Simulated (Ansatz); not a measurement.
Reaction (ligand exchange at a Zr–I bond): `[OH][Zr]([F])([Cl])[I]` + H–F → `[OH][Zr]([F])([F])[Cl]` + HI

Program: Ansatz. Geometries: PBE0-D4/def2-TZVP. ΔE: electronic, gas phase. CCSD(T)/CBS adds triple-zeta CCSD(T) − MP2 to the extrapolated MP2 energy (def2 sets, frozen cores). This one scheme is used for every species. Functionals use def2-TZVPP. def2 core potentials past Kr. For I, Zr outer-core shells are correlated without core-valence functions, which leaves a few kJ/mol of doubt a bond. One conformer a species, not always the lowest.

CCSD(T)/CBS gives -17.9 kJ/mol.

(1) Another level gave -31.8 kJ/mol. Which?
A. CCSD(T)/def2-TZVPP
B. MP2/def2-TZVPP
C. revPBE-D4/def2-TZVPP
D. CAM-B3LYP/def2-TZVPP

Largest T1 diagnostic among the species: 0.017.

Answers

(1) C. revPBE-D4 -31.8, CAM-B3LYP -47.3, MP2/def2-TZVPP -8.7, CCSD(T)/def2-TZVPP -21.8 kJ/mol.

From r2SCAN to r2SCAN0 (25 % exact exchange), in def2-TZVPP and without D4, ΔE moves by +7.4 kJ/mol. At CCSD(T), def2-SVP lies −28.2 kJ/mol from the extrapolated value and def2-TZVPP −3.8 kJ/mol. Leaving LDA and LC-ωPBE aside and taking each functional with its dispersion term where it has one, the values, not all of them listed here, spread over 26.0 kJ/mol, from CAM-B3LYP-D4 to PBE-QIDH. LDA lies +4.9 kJ/mol from PBE without D4.

CCSD(T)/CBS has its own doubt, a few kJ/mol and more with outer-core shells, so smaller differences from it don't rank the levels.
